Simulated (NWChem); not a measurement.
Everything below was run with NWChem. System: CH2NO, charge 1, spin multiplicity 3, at the geometry of a parent with another charge or spin, in a state set for the comparison that need not be this species' ground state. Its SCF solution wasn't tested for a lower state. Level: UHF/def2-TZVP.

NWChem printed:

```
             Northwest Computational Chemistry Package (NWChem) 7.3.0
             --------------------------------------------------------

                                NWChem Input Module
                                -------------------

 Scaling coordinates for geometry "geometry" by  1.889725989
 (inverse scale =  0.529177249)

                             Geometry "geometry" -> ""
                             -------------------------

 Output coordinates in angstroms (scale by  1.889725989 to convert to a.u.)

  No.       Tag          Charge          X              Y              Z
 ---- ---------------- ---------- -------------- -------------- --------------
    1 N                    7.0000    -0.89122000     0.72331900    -0.04061200
    2 C                    6.0000     0.36217100     0.27397800     0.03026900
    3 O                    8.0000     0.55639300    -0.96581100    -0.01581100
    4 H                    1.0000    -1.58823400     0.01293900     0.25075800
    5 H                    1.0000     1.20260100     1.00644900    -0.02160100

 Effective nuclear repulsion energy (a.u.)      63.9917023506

            Nuclear Dipole moment (a.u.)
            ----------------------------
        X                 Y               Z
 ---------------- ---------------- ----------------
    -0.0000056692     0.0000018897    -0.0000018897


 Summary of "ao basis" -> "" (spherical)
 ------------------------------------------------------------------------------
       Tag                 Description            Shells   Functions and Types
 ---------------- ------------------------------  ------  ---------------------
 *                         def2-tzvp                  on all atoms

 Summary of "ao basis" -> "ao basis" (spherical)
 ------------------------------------------------------------------------------
       Tag                 Description            Shells   Functions and Types
 ---------------- ------------------------------  ------  ---------------------
 N                         def2-tzvp                11       31   5s3p2d1f
 C                         def2-tzvp                11       31   5s3p2d1f
 O                         def2-tzvp                11       31   5s3p2d1f
 H                         def2-tzvp                 4        6   3s1p

                                 NWChem SCF Module
                                 -----------------

  ao basis        = "ao basis"
  functions       =   105
  atoms           =     5
  alpha electrons =    12
  beta  electrons =    10
  charge          =   1.00
  wavefunction    = UHF
  use symmetry    = F
  symmetry adapt  = F

 Summary of "ao basis" -> "ao basis" (spherical)
 ------------------------------------------------------------------------------
       Tag                 Description            Shells   Functions and Types
 ---------------- ------------------------------  ------  ---------------------
 N                         def2-tzvp                11       31   5s3p2d1f
 C                         def2-tzvp                11       31   5s3p2d1f
 O                         def2-tzvp                11       31   5s3p2d1f
 H                         def2-tzvp                 4        6   3s1p

 Forming initial guess at       0.1s

 Starting SCF solution at       0.1s

 ----------------------------------------------
         Quadratically convergent UHF

 Convergence threshold     :          1.000E-07
 Maximum no. of iterations :          100
 Integral*density screening:          1.000E-09
 ----------------------------------------------

              iter       energy          gnorm     gmax       time
             ----- ------------------- --------- --------- --------
                 1     -167.9658098567  5.64D-01  1.05D-01      1.5
                 2     -167.9960539077  2.19D-01  3.98D-02      1.9
  ga_iter_lsolve: convergence stagnant ... aborting solve

 Disabled NR: increased maxiter to 110

                 3     -168.0014760760  6.63D-02  2.44D-02      2.8
                 4     -168.0043978282  7.77D-02  1.41D-02      3.2
                 5     -168.0051751176  3.81D-02  1.06D-02      3.4
                 6     -168.0059706868  5.08D-02  8.70D-03      3.7
[...]
   102      0.476436  5 H  s                 35     -0.274057  2 C  s
    14      0.185716  1 N  pz                 3      0.171691  1 N  s

 Vector   15  Occ=0.000000D+00  E=-3.762957D-02
              MO Center=  1.5D+00,  1.2D+00, -1.5D-02, r^2= 3.3D+00
   Bfn.  Coefficient  Atom+Function         Bfn.  Coefficient  Atom+Function
  ----- ------------  ---------------      ----- ------------  ---------------
   102      2.864878  5 H  s                 43     -1.140300  2 C  px
    44     -1.111853  2 C  py                67     -0.769149  3 O  s
     5     -0.737209  1 N  s                 36     -0.493329  2 C  s
    13      0.412658  1 N  py               101     -0.387089  5 H  s
    35     -0.303138  2 C  s                 74      0.270301  3 O  px

                     UHF Final Beta Molecular Orbital Analysis
                     -----------------------------------------

 Vector    8  Occ=1.000000D+00  E=-9.491206D-01
              MO Center= -3.1D-02,  4.0D-01,  3.9D-02, r^2= 1.8D+00
   Bfn.  Coefficient  Atom+Function         Bfn.  Coefficient  Atom+Function
  ----- ------------  ---------------      ----- ------------  ---------------
    37      0.294765  2 C  px                40      0.239325  2 C  px
     6     -0.235061  1 N  px                 9     -0.200870  1 N  px
   101      0.166500  5 H  s

 Vector    9  Occ=1.000000D+00  E=-8.920293D-01
              MO Center=  3.4D-01, -4.2D-01,  8.9D-03, r^2= 1.2D+00
   Bfn.  Coefficient  Atom+Function         Bfn.  Coefficient  Atom+Function
  ----- ------------  ---------------      ----- ------------  ---------------
    70      0.340446  3 O  pz                73      0.313367  3 O  pz
    39      0.225667  2 C  pz                42      0.225805  2 C  pz
    76      0.150332  3 O  pz

 Vector   10  Occ=1.000000D+00  E=-7.560500D-01
              MO Center= -6.0D-01,  5.4D-01, -1.4D-01, r^2= 1.6D+00
   Bfn.  Coefficient  Atom+Function         Bfn.  Coefficient  Atom+Function
  ----- ------------  ---------------      ----- ------------  ---------------
     4      0.259730  1 N  s                  7      0.260573  1 N  py
    10      0.232993  1 N  py                 8     -0.221487  1 N  pz
    11     -0.207534  1 N  pz                70      0.170090  3 O  pz
     5      0.162418  1 N  s                 73      0.157816  3 O  pz

 Vector   11  Occ=0.000000D+00  E=-2.721316D-01
              MO Center= -2.0D-01,  2.7D-01,  4.0D-02, r^2= 2.0D+00
   Bfn.  Coefficient  Atom+Function         Bfn.  Coefficient  Atom+Function
  ----- ------------  ---------------      ----- ------------  ---------------
    76     -0.233535  3 O  pz                42      0.227101  2 C  pz
    70     -0.210393  3 O  pz                39      0.202520  2 C  pz
    45      0.197450  2 C  pz                73     -0.191600  3 O  pz
   102     -0.190257  5 H  s                 14      0.183606  1 N  pz
     8      0.162919  1 N  pz                 7      0.156782  1 N  py

 Vector   12  Occ=0.000000D+00  E=-2.447092D-01
              MO Center=  4.2D-01, -5.0D-01,  1.3D-02, r^2= 1.9D+00
   Bfn.  Coefficient  Atom+Function         Bfn.  Coefficient  Atom+Function
  ----- ------------  ---------------      ----- ------------  ---------------
     5      0.442372  1 N  s                 43      0.360674  2 C  px
    68      0.340238  3 O  px                74      0.331732  3 O  px
    71      0.319741  3 O  px               102     -0.301235  5 H  s
    13     -0.181436  1 N  py                12      0.158864  1 N  px

 Vector   13  Occ=0.000000D+00  E=-9.087736D-02
              MO Center= -1.6D-01,  4.2D-01,  1.5D-01, r^2= 2.5D+00
   Bfn.  Coefficient  Atom+Function         Bfn.  Coefficient  Atom+Function
  ----- ------------  ---------------      ----- ------------  ---------------
     5      0.557095  1 N  s                 45      0.554003  2 C  pz
    14     -0.526320  1 N  pz                67     -0.399863  3 O  s
    42      0.342183  2 C  pz                43      0.324129  2 C  px
    96     -0.319566  4 H  s                 76     -0.305453  3 O  pz
    13     -0.285150  1 N  py                44     -0.283598  2 C  py

 center of mass
 --------------
 x =   0.01618828 y =  -0.04311847 z =  -0.00976385

 moments of inertia (a.u.)
 ------------------
          86.583384501685          54.364590959438          -0.257331958898
          54.364590959438          77.653465580564           0.326430360425
          -0.257331958898           0.326430360425         163.517239886931

  Mulliken analysis of the total density
  --------------------------------------

    Atom       Charge   Shell Charges
 -----------   ------   -------------------------------------------------------
    1 N    7     7.16   0.82  1.16  0.57  0.94  0.21  1.39  1.58  0.44  0.01  0.05  0.00
    2 C    6     5.55   0.86  1.12  0.54  0.56  0.05  1.15  0.98  0.09  0.05  0.14  0.02
    3 O    8     7.92   0.79  1.18  0.62  1.01  0.29  1.75  1.79  0.44  0.00  0.03  0.00
    4 H    1     0.66   0.24  0.37  0.02  0.03
    5 H    1     0.71   0.24  0.41  0.04  0.02

  Mulliken analysis of the alpha density
  --------------------------------------

    Atom       Charge   Shell Charges
 -----------   ------   -------------------------------------------------------
    1 N    7     4.09   0.41  0.58  0.30  0.49  0.10  0.90  1.02  0.27  0.00  0.02  0.00
    2 C    6     2.66   0.43  0.56  0.26  0.27  0.02  0.53  0.43  0.03  0.03  0.08  0.01
    3 O    8     4.55   0.40  0.59  0.33  0.52  0.14  1.16  1.15  0.25  0.00  0.02  0.00
    4 H    1     0.31   0.11  0.17  0.01  0.02
    5 H    1     0.38   0.13  0.22  0.02  0.01

   Mulliken analysis of the beta density
   -------------------------------------

    Atom       Charge   Shell Charges
 -----------   ------   -------------------------------------------------------
    1 N    7     3.06   0.41  0.58  0.27  0.45  0.11  0.49  0.57  0.16  0.00  0.02  0.00
    2 C    6     2.89   0.43  0.56  0.28  0.29  0.03  0.62  0.55  0.06  0.02  0.06  0.01
    3 O    8     3.37   0.40  0.59  0.29  0.49  0.15  0.59  0.64  0.19  0.00  0.02  0.00
    4 H    1     0.35   0.12  0.20  0.01  0.02
    5 H    1     0.32   0.11  0.19  0.02  0.01

   Mulliken analysis of the spin density
   -------------------------------------

    Atom       Charge   Shell Charges
 -----------   ------   -------------------------------------------------------
    1 N    7     1.03   0.00 -0.00  0.03  0.04 -0.00  0.41  0.45  0.11 -0.00  0.00 -0.00
    2 C    6    -0.24  -0.00  0.00 -0.02 -0.03 -0.00 -0.09 -0.11 -0.02  0.01  0.03  0.00
    3 O    8     1.18   0.00 -0.00  0.03  0.03 -0.02  0.58  0.50  0.06 -0.00 -0.00 -0.00
    4 H    1    -0.04  -0.01 -0.03 -0.00  0.00
    5 H    1     0.06   0.02  0.04  0.01 -0.00

       Multipole analysis of the density wrt the origin
       ------------------------------------------------

     L   x y z        total         alpha         beta         nuclear
     -   - - -        -----         -----         ----         -------
     0   0 0 0      1.000000    -12.000000    -10.000000     23.000000

     1   1 0 0      0.172401      0.267103     -0.094696     -0.000006
     1   0 1 0      0.279509      0.387169     -0.107663      0.000002
     1   0 0 1      0.318485      0.133064      0.185423     -0.000002

     2   2 0 0     -6.552981    -28.643653    -23.591240     45.681913
     2   1 1 0      1.783478     15.537354     11.337316    -25.091193
     2   1 0 1     -0.923541      0.022978     -0.319862     -0.626657
     2   0 2 0    -10.515338    -31.230510    -24.237923     44.953095
     2   0 1 1      0.445401     -0.002977      0.634795     -0.186417
     2   0 0 2    -11.127340     -6.237570     -5.183985      0.294215

 Task  times  cpu:       15.3s     wall:       15.3s

 Total times  cpu:       15.3s     wall:       15.3s
```

### Question
Write an NWChem input that would produce this output.

### Answer
One answer among several that fit: 
```
start mol
memory heap 200 mb stack 900 mb global 1100 mb
charge 1
geometry units angstroms nocenter noautoz noautosym
  N     -0.891220     0.723319    -0.040612
  C      0.362171     0.273978     0.030269
  O      0.556393    -0.965811    -0.015811
  H     -1.588234     0.012939     0.250758
  H      1.202601     1.006449    -0.021601
end
basis spherical
  * library def2-tzvp
end
scf
  uhf
  nopen 2
  maxiter 100
  thresh 1e-7
  semidirect memsize 60000000 filesize 0
  # guess.movecs holds the orbitals of an unrestricted PBE0 run
  vectors input guess.movecs output mol.movecs
end
task scf energy
```
